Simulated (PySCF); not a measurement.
C5H7FO, SMILES C[C@H]1CO/C1=C\F.

Geometry: B3LYP-D3(BJ)/def2-SVP. The structure was generated by enumeration; whether it is a known compound was not checked.

Calculation: TDA-PBE/def2-SVPD in PySCF.

Vertical excitations. 

```json
[
 {"state": "S1", "energy (eV)": "5.06", "λ (nm)": "245", "f": "0.021", "main pairs": "HOMO→LUMO 49 %, HOMO→LUMO+2 34 %, HOMO→LUMO+1 15 %"},
 {"state": "S2", "energy (eV)": "5.10", "λ (nm)": "243", "f": "0.009", "main pairs": "HOMO→LUMO+1 83 %"},
 {"state": "S3", "energy (eV)": "5.71", "λ (nm)": "217", "f": "0.002", "main pairs": "HOMO→LUMO+3 97 %"},
 {"state": "S4", "energy (eV)": "5.85", "λ (nm)": "212", "f": "0.010", "main pairs": "HOMO→LUMO+4 78 %, HOMO→LUMO+2 13 %"},
 {"state": "S5", "energy (eV)": "6.50", "λ (nm)": "191", "f": "0.034", "main pairs": "HOMO→LUMO+5 70 %, HOMO→LUMO+6 11 %"},
 {"state": "S6", "energy (eV)": "6.64", "λ (nm)": "187", "f": "0.040", "main pairs": "HOMO→LUMO+6 45 %, HOMO→LUMO+5 27 %, HOMO→LUMO+7 13 %"},
 {"state": "T1", "energy (eV)": "4.14", "λ (nm)": "300", "f": "0", "main pairs": "HOMO→LUMO 82 %, HOMO→LUMO+2 14 %"},
 {"state": "T2", "energy (eV)": "4.79", "λ (nm)": "259", "f": "0", "main pairs": "HOMO→LUMO+1 98 %"}
]
```
Triplets are in the Tamm–Dancoff approximation.
